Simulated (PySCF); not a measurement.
SMILES [c]1ccccn1 (C₅H₄N), doublet (PBE0/def2-SVP optimised geometry):

```
10

C     -1.878    -0.070     0.000
N     -1.255    -1.192     0.000
C      0.085    -1.192     0.000
C      0.799     0.002     0.000
C      0.094     1.211     0.000
C     -1.301     1.195     0.000
H      0.592    -2.163     0.000
H      1.891    -0.011     0.000
H      0.633     2.163     0.000
H     -1.891     2.114     0.000
```

Level of theory: unrestricted PBE0/def2-TZVP (PySCF).

Problem. What are the frontier orbital energies (α orbitals alone; a β orbital can be the lowest empty one) and the dipole moment?

Solution. HOMO-2 -8.63 eV, HOMO-1 -7.86 eV, HOMO -6.40 eV, LUMO -1.07 eV, LUMO+1 -0.60 eV; dipole moment 2.78 D.

Meta-Löwdin charges at PBE0/def2-TZVP: C1 0.05, N2 -0.20, C3 0.01, C4 -0.15, C5 -0.08, C6 -0.15, H7 0.13, H8 0.13, H9 0.13, H10 0.14.
